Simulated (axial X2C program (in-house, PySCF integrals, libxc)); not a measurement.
**CaS⁻ at several levels of theory**

Calculated with an in-house all-electron X2C program for linear molecules (integrals from PySCF). Spin-free means the one-electron spin-free X2C Hamiltonian; two-component (2c) means X2C with spin–orbit coupling and atomic mean-field two-electron Coulomb and Gaunt terms, so the difference of the two also holds small scalar two-electron terms. Basis: Ca dyall-acv3z [12s13p7d5f], S dyall-av3z [9s8p3d2f] (cores contracted in-house); Gaussian nuclei, density fitting, unrestricted open shells. Masses: Ca 39.963 u, S 31.972 u.

State, spin-free: M_S = 1/2, Λ = 0 (beyond evenly filled blocks: σα); electrons by block: σα: 11, σβ: 10, π+α: 4, π+β: 4, π-α: 4, π-β: 4. Fragments: Ca + S-.

State, 2c: Ω = 1/2 (⟨Sz⟩ = 0.50, ⟨Lz⟩ = 0.00 at PBE0); electrons by block: 1/2: 15, -1/2: 14, 3/2: 4, -3/2: 4. Fragments: Ca + S-.

| Hamiltonian | level | Re (Å) | ωe (cm⁻¹) | Be (cm⁻¹) | αe (cm⁻¹) | De (eV) | k (mdyn/Å) | μ (D) |
| --- | --- | --- | --- | --- | --- | --- | --- | --- |
| spin-free | PBE0 | 2.395 | 418.1 | 0.1655 | 0.000765 | 2.91 | 1.83 | -2.69 |
| spin-free | CCSD | 2.471 | 396.4 | 0.1554 | 0.000732 | 2.35 | 1.64 | n/a |
| spin-free | CCSD(T) | 2.482 | 386.0 | 0.1541 | 0.000762 | 2.49 | 1.56 | n/a |
| spin-free | r2SCAN0 | 2.398 | 422.3 | 0.1651 | 0.000734 | 2.98 | 1.87 | -3.08 |
| 2c | PBE0 | 2.395 | 418.1 | 0.1655 | 0.000765 | 2.91 | 1.83 | -2.68 |
| 2c | CCSD | 2.471 | 396.5 | 0.1554 | 0.000725 | 2.33 | 1.65 | n/a |
| 2c | CCSD(T) | 2.482 | 386.1 | 0.1541 | 0.000756 | 2.48 | 1.56 | n/a |
| 2c | r2SCAN0 | 2.398 | 422.3 | 0.1651 | 0.000734 | 2.98 | 1.87 | -3.08 |

Correlated methods: 9 electrons correlated (number of frozen shells: Ca 3 s, 2 p; S 2 s, 1 p), 281 virtual spin orbitals or spinors in MP2, 90 natural virtuals in coupled cluster.

Dipoles are positive if S is the positive end and refer to the centre of mass.

Occupations by symmetry block were frozen at the best pattern of an incomplete PBE0 search. De is counted from the lowest determinant-based energies of the atoms at the same level, without counterpoise correction. Density functionals use the spin component along the axis (collinear). Coupled cluster ran in a truncated set of natural virtual spinors; the MP2 energy of the rest was added. (T) has no such correction and the atoms are truncated less, which lowers De at CCSD(T) by a hundredth of an eV or more. The 2c atoms are single determinants rather than J levels; their spin–orbit lowering is only partly caught, and De is too large by that part. This holds for PBE0, r2SCAN0. The functionals have no current-density term, which raises determinants with orbital currents, atoms included. The outer-core s and p shells of the metal are frozen in the correlated rows, which leaves out core–valence correlation; for alkali and alkaline-earth bonds that tends to lengthen them. The highest occupied level of some functionals is positive through self-interaction error; at Hartree–Fock it is bound.

No reliable constants came from HF (2c), HF (spin-free), MP2 (2c), MP2 (spin-free): no minimum in range, unconverged points, a curve that is not smooth, a change of character along it, or the two Hamiltonians disagreeing along it.

Rough cost a point (2c) on 1 thread(s) of a shared host, integrals apart: PBE0 1.2 s, CCSD(T) 3 s, r2SCAN0 1.8 s.

The whole task took 2.5 min on 1 thread of AMD EPYC 9B14 (Zen 4), on a shared host.
